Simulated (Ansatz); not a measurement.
Consider the atomization: `SC1=C[Se][SiH2]1` → 2 C• + 4 H• + S• + Se• + Si•.

Isolated molecules relaxed with PBE0-D4/def2-TZVP in Ansatz; ΔE leaves out vibrations. CCSD(T)/CBS adds triple-zeta CCSD(T) − MP2 to the extrapolated MP2 energy (def2 sets, frozen cores). This one scheme is used for every species, atoms too. Functionals use def2-TZVPP. B3LYP here is the variant with VWN-RPA as its local correlation; programs differ in this. Open shells (•) are unrestricted, without spin–orbit coupling. Spin–orbit coupling would lower the free atoms: a little for C, S, Si; clearly for Se. For Se outer-core shells are correlated without core-valence functions, so the limit isn't a true one: a few kJ/mol of doubt a bond, and 10 to 20 or more in all where bonds break to atoms. Scalar relativity is left out up to krypton. One conformer a species, not always the lowest.

**Question.** What is ΔE at CCSD(T)/CBS? (An estimate is asked.)

**Answer.** Ansatz gave: +3176.8 kJ/mol.

**Question.** What do these levels give: PBE0-D4, B3LYP-D4, r2SCANh-D4, CAM-B3LYP-D4, ωB97M-V, B2PLYP, PBE0, BHLYP, CCSD/def2-TZVPP, MP2/def2-QZVPP, SCS-MP2/def2-QZVPP, HF/CBS(def2)? (Best estimate.)

**Answer.** Ansatz gave: PBE0-D4 3202.7, B3LYP-D4 3158.9, r2SCANh-D4 3172.5, CAM-B3LYP-D4 3152.3, ωB97M-V 3177.8, B2PLYP 3120.8, PBE0 3177.2, BHLYP 3015.6, CCSD/def2-TZVPP 3001.1, MP2/def2-QZVPP 3208.6, SCS-MP2/def2-QZVPP 3180.7, HF/CBS(def2) 2205.1 kJ/mol.

Largest T1 diagnostic among the species: 0.012.

Leaving LDA and LC-ωPBE aside and taking each functional with its dispersion term where it has one, the values, not all of them listed here, spread over 212.6 kJ/mol, from BHLYP-D4 to PBE-D4. LDA lies +456.8 kJ/mol from PBE without D4, its usual overbinding. From PBE to PBE0 (25 % exact exchange), in def2-TZVPP and without D4, ΔE moves by −62.4 kJ/mol: exact exchange takes away binding that semilocal exchange gives to molecules. The D4 term adds +49.0 kJ/mol with B3LYP and +25.5 kJ/mol with PBE0; it sums over pairs of atoms, weighted by their polarisabilities, and B3LYP, whose exchange is more repulsive, gets the larger term.

For atomizations the MP2-based limit and the directly extrapolated one differ by several kJ/mol either way, and by 10 to 25 for some Ge, Se and Sn compounds, so smaller differences from it don't rank the levels.
